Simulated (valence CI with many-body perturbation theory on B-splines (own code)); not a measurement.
# Forbidden lines of Ga VIII

Method: configuration interaction combined with many-body perturbation theory (CI+MBPT): six valence electrons over a frozen Dirac-Fock core [Ar], radial functions for each j: 7 s, 7 p, 8 d, 6 f, 4 g, 1 h, with the one-electron correlation potential Σ1, the two-electron term Σ2, the three-electron term Σ3, Breit, model QED; selected CI, second order for the rest, scaled by the run's own slope (own B-spline code, finite nucleus).

No measured levels were compared; by estimate terms of the open shell hold to 2 to 4 % of their energy, and close levels can change places; different configurations can be misplaced against each other by 1,000 to 8,000 cm⁻¹. Core correlation moves these levels by up to 67000 cm⁻¹, and in measured spectra 5 to 20 % of such shifts remained as error; rates that hang on mixing are uncertain with them. Among the levels kept, up to 5900 cm⁻¹ of a level comes from second order outside the variational space, and about a tenth of that is noise between levels of different J, which matters for small intervals. Only levels of the ground parity were solved; by the run's estimate the other parity begins above the list, which can be wrong where configurations are misplaced.

Lines 1 to 50 of 120 in falling wavelength, among levels below 465240 cm⁻¹, chosen from the decays that carry over 1 % of a level's rate. Wavelengths and rates use the calculated energies, so an error of 2000 cm⁻¹ moves a line at 37110 Å by 74 % and its rate by three times that or more. S is in atomic units (e²a₀⁴ for E2 and M2, e²a₀⁶ for E3), for M1 in squared Bohr magnetons. Weak lines are less certain than strong ones. Lines between different terms over intervals too small for the method are left out, as are lines whose strength nearly cancels. Intervals below about 2000 cm⁻¹, as at the head of this list, are uncertain by tens of per cent.

Letters in brackets count levels of one name in rising energy.

```csv
λ vac (Å),Upper,Lower,Type,A (s⁻¹),S (a.u.)
2.612e+05,3d6 5D_0,3d6 5D_1,M1,9.03e-03,5.97e+00
1.257e+05,3d6 5D_1,3d6 5D_2,M1,4.73e-02,1.04e+01
1.142e+05,3d6 3H_5,3d6 3H_6,M1,1.65e-02,9.99e+00
80140,3d6 5D_2,3d6 5D_3,M1,1.25e-01,1.20e+01
59680,3d6 3P_0 [a],3d6 3P_1 [a],M1,2.45e-01,1.93e+00
54250,3d6 3G_4,3d6 3G_5,M1,1.51e-01,8.02e+00
50700,3d6 5D_3,3d6 5D_4,M1,2.66e-01,9.01e+00
37110,3d6 3F_4 [a],3d6 3H_4,M1,2.83e-01,4.82e+00
28800,3d6 3F_3 [a],3d6 3H_4,M1,2.28e-01,1.42e+00
19060,3d6 3G_5,3d6 3F_4 [a],M1,3.26e-01,9.19e-01
17990,3d6 3P_1 [a],3d6 3P_2 [a],M1,3.95e+00,2.55e+00
16230,3d6 3G_3,3d6 3F_2 [a],M1,5.36e-01,5.94e-01
14410,3d6 3G_3,3d6 3F_3 [a],M1,9.83e-01,7.64e-01
14100,3d6 3G_4,3d6 3F_4 [a],M1,9.92e-01,9.29e-01
12210,3d6 3G_5,3d6 3H_5,M1,8.12e-01,6.04e-01
11030,3d6 3G_5,3d6 3H_6,M1,1.38e+00,7.58e-01
10460,3d6 1D_2 [a],3d6 3D_3,M1,1.04e+00,2.20e-01
10220,3d6 3G_4,3d6 3H_4,M1,1.32e-01,4.70e-02
10080,3d6 1D_2 [a],3d6 3D_1,M1,1.07e+00,2.03e-01
9970,3d6 3G_4,3d6 3H_5,M1,9.53e-02,3.15e-02
9755,3d6 1D_2 [a],3d6 3D_2,M1,2.09e-01,3.59e-02
9606,3d6 3G_3,3d6 3H_4,M1,1.30e+00,2.98e-01
7189,3d6 3D_1,3d6 3P_0 [a],M1,3.50e-01,1.45e-02
6613,3d6 3F_2 [b],3d6 1F_3,M1,3.83e+00,2.05e-01
6597,3d6 3F_4 [b],3d6 1F_3,M1,2.16e+00,2.07e-01
6416,3d6 3D_1,3d6 3P_1 [a],M1,1.58e+00,4.65e-02
6211,3d6 3D_2,3d6 3F_3 [a],M1,2.74e-01,1.22e-02
5955,3d6 3D_3,3d6 3F_3 [a],M1,2.14e-01,1.17e-02
5751,3d6 1G_4 [a],3d6 3F_3 [a],M1,2.91e+00,1.85e-01
5691,3d6 3D_3,3d6 3F_4 [a],M1,2.36e-01,1.13e-02
5516,3d6 1I_6,3d6 3H_5,M1,1.58e+00,1.28e-01
5505,3d6 1G_4 [a],3d6 3F_4 [a],M1,8.15e+00,4.53e-01
5262,3d6 1I_6,3d6 3H_6,M1,2.70e+00,1.90e-01
5151,3d6 1D_2 [a],3d6 3G_3,M1,2.86e-01,7.25e-03
4805,3d6 3D_2,3d6 3P_2 [a],M1,1.96e+00,4.03e-02
4798,3d6 1F_3,3d6 3D_3,M1,1.45e+00,4.16e-02
4794,3d6 1G_4 [a],3d6 3H_4,M1,3.56e-01,1.31e-02
4738,3d6 1G_4 [a],3d6 3H_5,M1,6.00e+00,2.13e-01
4729,3d6 3D_1,3d6 3P_2 [a],M1,2.83e-01,3.33e-03
4650,3d6 3D_3,3d6 3P_2 [a],M1,1.71e+00,4.46e-02
4644,3d6 1F_3,3d6 3D_2,M1,9.85e-01,2.56e-02
4033,3d6 3P_1 [b],3d6 1D_2 [a],M1,1.59e+00,1.16e-02
4000,3d6 1S_0 [a],3d6 3P_1 [a],M1,3.83e+01,9.09e-02
3952,3d6 3P_1 [b],3d6 1S_0 [a],M1,2.97e+00,2.04e-02
3921,3d6 1D_2 [a],3d6 3P_1 [a],M1,9.57e-01,1.07e-02
3910,3d6 1D_2 [a],3d6 3F_2 [a],M1,4.13e+00,4.58e-02
3795,3d6 1D_2 [a],3d6 3F_3 [a],M1,6.90e+00,6.99e-02
3258,3d6 1F_3,3d6 3G_3,M1,1.11e+00,9.96e-03
3219,3d6 1D_2 [a],3d6 3P_2 [a],M1,2.29e+00,1.42e-02
3197,3d6 3P_2 [a],3d6 5D_1,M1,1.80e+00,1.09e-02
```
